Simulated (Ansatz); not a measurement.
Consider the formal exchange of groups at the Si–Se bond: `[SeH][SiH2][SeH]` + CH₃NH₂ → `[SiH3][SeH]` + `NC[SeH]`.

Calculated with Ansatz (gas phase, PBE0-D4/def2-TZVP geometries, no zero-point term in ΔE). CBS: MP2 limit from def2 TZ/QZ plus the TZ coupled-cluster correction, frozen cores. DFT in def2-TZVPP. B3LYP here is the variant with VWN-RPA as its local correlation; programs differ in this. HSE06 is defined as in plane-wave codes. For Se outer-core shells are correlated without core-valence functions, which leaves a few kJ/mol of doubt a bond. Scalar relativity is left out up to krypton. Each species was taken in one conformer, which may not be the lowest.

`[SeH][SiH2][SeH]`:

Z-matrix (Å, degrees):
```
Si
Se 1 2.274
Se 1 2.274 2 114.3
H 1 1.483 2 112.6 3 117.8
H 1 1.483 2 103.5 3 -122.8
H 2 1.469 1 92.9 3 -55.4
H 3 1.469 1 92.9 2 -55.5
```

CH₃NH₂:

Cartesian coordinates in Å:
```
C -0.251 -0.037 -0.509
N 0.662 0.000 0.621
H -1.309 0.133 -0.264
H -0.176 -1.009 -1.003
H 0.048 0.717 -1.240
H 0.409 -0.700 1.307
H 0.616 0.896 1.088
```

`[SiH3][SeH]`:

```xyz
6

Si    0.068    0.562    0.105
Se   -0.793   -1.529    0.386
H     1.531    0.585    0.352
H    -0.629    1.398    1.111
H    -0.202    1.080   -1.260
H     0.026   -2.097   -0.694
```

`NC[SeH]`:

Cartesian coordinates in Å:
```
N -1.042 -0.532 0.139
C 0.365 -0.243 0.245
Se 0.706 1.659 0.569
H -1.197 -1.532 0.069
H -1.447 -0.091 -0.676
H 0.984 -0.515 -0.617
H 0.771 -0.751 1.121
H 0.859 2.006 -0.850
```

```csv
level,ΔE (kcal/mol),difference from CCSD(T)/CBS
LDA (SPW92),25.7,-1.1
PBE-D4,26.4,-0.4
revPBE-D4,25.8,-1.0
BLYP-D4,25.2,-1.6
r2SCAN-D4,27.1,0.3
B97M-V,26.7,-0.1
PBE0-D4,27.2,0.4
r2SCANh-D4,27.4,0.6
r2SCAN0-D4,27.7,0.9
HSE06-D4,27.3,0.5
BHLYP-D4,27.2,0.4
CAM-B3LYP-D4,25.8,-1.0
ωB97M-V,26.3,-0.5
B2PLYP,25.9,-0.9
PBE-QIDH,27.2,0.4
r2SCAN,27.1,0.3
PBE0,26.9,0.1
B3LYP,25.6,-1.2
r2SCANh,27.3,0.5
r2SCAN0,27.6,0.8
HSE06,26.9,0.1
BHLYP,26.2,-0.6
CAM-B3LYP,25.4,-1.4
LC-ωPBE,26.7,-0.1
RPA@PBE/def2-TZVPP,23.8,-3.0
HF/def2-SVP,26.5,-0.3
MP2/def2-SVP,26.8,0.0
CCSD/def2-SVP,25.8,-1.0
CCSD(T)/def2-SVP,25.6,-1.2
HF/def2-TZVPP,26.2,-0.6
MP2/def2-TZVPP,26.5,-0.3
SCS-MP2/def2-TZVPP,25.6,-1.2
CCSD/def2-TZVPP,25.5,-1.3
CCSD(T)/def2-TZVPP,25.4,-1.4
HF/def2-QZVPP,26.1,-0.7
MP2/def2-QZVPP,27.3,0.5
SCS-MP2/def2-QZVPP,26.3,-0.5
HF/CBS(def2),26.1,-0.7
MP2/CBS(def2),27.9,1.1
CCSD/CBS(def2),26.9,0.1
CCSD(T)/CBS,26.8,0
```

Largest T1 diagnostic among the species: 0.009.

From PBE to PBE0 (25 % exact exchange), in def2-TZVPP and without D4, ΔE moves by +0.8 kcal/mol. At CCSD(T), def2-SVP lies −1.2 kcal/mol from the extrapolated value and def2-TZVPP −1.4 kcal/mol. Leaving LDA and LC-ωPBE aside and taking each functional with its dispersion term where it has one, the values spread over 2.5 kcal/mol, from BLYP-D4 to r2SCAN0-D4.
